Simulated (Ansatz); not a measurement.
A structure drawn as `O=C(O)c1cccc2ccccc12`, with this starting geometry:

Cartesian coordinates in Å:
```
O 2.319 -2.718 0.782
C 1.328 -2.075 0.932
O 0.687 -2.179 2.080
C 0.635 -1.186 0.004
C 0.503 -1.802 -1.327
C -0.170 -1.087 -2.346
C -0.712 0.176 -2.045
C -0.562 0.779 -0.775
C -1.146 2.060 -0.573
C -1.000 2.660 0.676
C -0.324 2.003 1.689
C 0.222 0.750 1.495
C 0.114 0.049 0.186
H 1.196 -2.792 2.598
H 0.898 -2.782 -1.540
H -0.283 -1.497 -3.342
H -1.220 0.712 -2.871
H -1.650 2.571 -1.376
H -1.408 3.636 0.846
H -0.200 2.478 2.621
H 0.772 0.244 2.287
```

Total charge 0; spin multiplicity 1.

Does it keep its bonds when Ansatz relaxes it at PBE-D4/def2-SVP and then PBE0-D4/def2-TZVP?

Yes, every drawn bond is still there and no new one forms.

Give the relaxed structure. (An estimate is asked.)

Computed: 
Z-matrix (Å, degrees):
```
C
C 1 1.486
O 1 1.205 2 123.8
O 1 1.345 2 115.2 3 -177.9
C 2 1.376 1 113.9 3 19.7
C 2 1.429 1 126.0 3 -160.3
H 4 0.968 1 105.4 2 178.7
C 5 1.399 2 121.7 1 178.3
H 5 1.083 2 117.9 1 -1.2
C 6 1.427 2 117.6 1 -178.7
C 6 1.415 2 124.9 1 3.1
C 8 1.366 5 119.5 2 0.7
H 8 1.083 5 119.8 2 -179.1
C 10 1.412 6 119.8 2 -179.5
C 11 1.368 6 121.1 2 179.0
H 11 1.078 6 119.4 2 -1.0
H 12 1.085 8 120.6 5 -179.9
C 14 1.365 10 121.0 6 0.7
H 14 1.085 10 118.3 6 -179.7
H 15 1.084 11 119.3 6 -179.9
H 18 1.084 14 120.5 10 179.9
```
No frequency check was run.

Atoms count as bonded under 1.1 times the sum of their covalent radii (H–H under 0.85 Å, pairs among N, O and F under 1.55 Å), and a drawn bond as lost past 1.3 times.
